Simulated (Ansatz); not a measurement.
Harmonic frequencies (cm⁻¹) at PBE0-D4/def2-TZVP from Ansatz: 56, 74, 152, 174, 174, 176, 265, 342, 410, 420, 451, 708.

Q: Which molecule is it?
A. `[OH][Nb]([F])(=[S])[Cl]`
B. `[F][Nb]([Cl])([Cl])([Cl])[Cl]`
C. `[S]=[Nb]([Cl])([Cl])[Cl]`
D. `[OH][Nb]([F])([F])([F])[Cl]`

A: B.
